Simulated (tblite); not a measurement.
Compound: C5H8NP.
Geometry (GFN2-xTB, Å), atoms numbered from 1 in this order:
```
atom  x, y, z in Å
C1    -2.1630    0.2967    0.2659
C2    -1.2476   -0.5307   -0.6405
C3     0.1797   -0.1169   -0.4951
N4     0.8862   -0.5257    0.5886
C5     2.1556   -0.0544    0.6375
C6     2.4568    0.7449   -0.4215
P7     1.0982    0.9151   -1.5289
H8    -3.1994   -0.0057    0.1360
H9    -2.0733    1.3518    0.0180
H10   -1.8946    0.1672    1.3127
H11   -1.5503   -0.3907   -1.6792
H12   -1.3547   -1.5923   -0.3944
H13    0.4944   -1.1363    1.2906
H14    2.7962   -0.3309    1.4562
H15    3.4115    1.2160   -0.5677
```

Calculated harmonic vibrations of the isolated species, GFN2-xTB (tblite), most abundant isotopes, no scaling. The method is semi-empirical: single wavenumbers can be off by several per cent or more. One conformer, not necessarily the lowest.

Harmonic wavenumbers (cm⁻¹): 50.8, 136.9, 192.0, 301.8, 313.7, 470.4, 513.6, 563.4, 597.4, 733.4, 748.4, 755.5, 805.3, 818.8, 867.7, 1004.0, 1037.9, 1073.6, 1082.8, 1124.8, 1205.3, 1228.6, 1271.3, 1325.7, 1340.4, 1408.7, 1435.1, 1476.4, 1493.5, 1498.5, 1503.3, 2934.7, 2994.2, 3025.4, 3035.9, 3041.7, 3112.6, 3133.2, 3419.6.

A = 4214, B = 1752, C = 1362 MHz; mass 113.039 u (most abundant isotopes); point group C1, symmetry number 1.

Task: Zero-point energy?

Result: Half the sum of the wavenumbers: 26538 cm⁻¹ = 75.88 kcal/mol.

Task: What is S at 200 K and 1 bar for an ideal gas of classical rigid rotors and harmonic oscillators?

Result: Translation 38.13, rotation 26.67, vibration 10.34: S = 75.1 cal/(mol K).

Task: And Cp and H(200 K) − H(0)?

Result: Cp = 20.53 cal/(mol K), of which vibrations give 12.58 (their classical limit is 39 R = 77.5); H(200 K) − H(0) = 2.75 kcal/mol without the zero-point energy, 1.16 from vibrations.

Task: Which modes carry the vibrational entropy at 200 K?

Result: 50.8 cm⁻¹: 4.00; 136.9 cm⁻¹: 2.10; 192.0 cm⁻¹: 1.50; 301.8 cm⁻¹: 0.80; 313.7 cm⁻¹: 0.74; 470.4 cm⁻¹: 0.30 cal/(mol K); the other 33 give 0.90 together.

Task: What must be added to the electronic energy to get the Gibbs energy at 200 K and 1 bar?

Result: ZPE + [H(200 K) − H(0)] − T·S = 75.88 + 2.75 − 15.03 = 63.60 kcal/mol.

Task: Blend soft modes into free rotors: weight 1/[1 + (100 cm⁻¹/ν̃)⁴] for the oscillator and the rest for a rotor with moment μB/(μ + B), μ = h/(8π²ν), B = 10⁻⁴⁴ kg m². What vibrational entropy results?

Result: 9.57 cal/(mol K) in place of 10.34, which changes −T·S at 200 K by +0.15 kcal/mol.

Task: How do the functions run with temperature in this model?

Result: 
| T (K) | S (cal/(mol K)) | Cp (cal/(mol K)) | H − H(0) (kcal/mol) | G − H(0) (kcal/mol) | ln q(vib) |
| --- | --- | --- | --- | --- | --- |
| 50 | 55.4 | 10.5 | 0.45 | -2.32 | 0.29 |
| 100 | 63.7 | 13.6 | 1.05 | -5.31 | 0.90 |
| 298.15 | 84.8 | 28.6 | 5.16 | -20.13 | 3.78 |
| 373.15 | 91.9 | 34.8 | 7.54 | -26.76 | 4.99 |
| 500 | 103.4 | 43.8 | 12.54 | -39.16 | 7.14 |
| 750 | 123.7 | 56.1 | 25.15 | -67.61 | 11.47 |
| 1000 | 141.0 | 64.0 | 40.22 | -100.75 | 15.65 |

q(vib) and H(0) count from the zero-point level.

Hindered rotation and anharmonicity are outside this model. Other conformers, if any are populated, would add a mixing term that is left out. The structure is chiral; the term R ln 2 for an equal mix with its mirror image is left out.
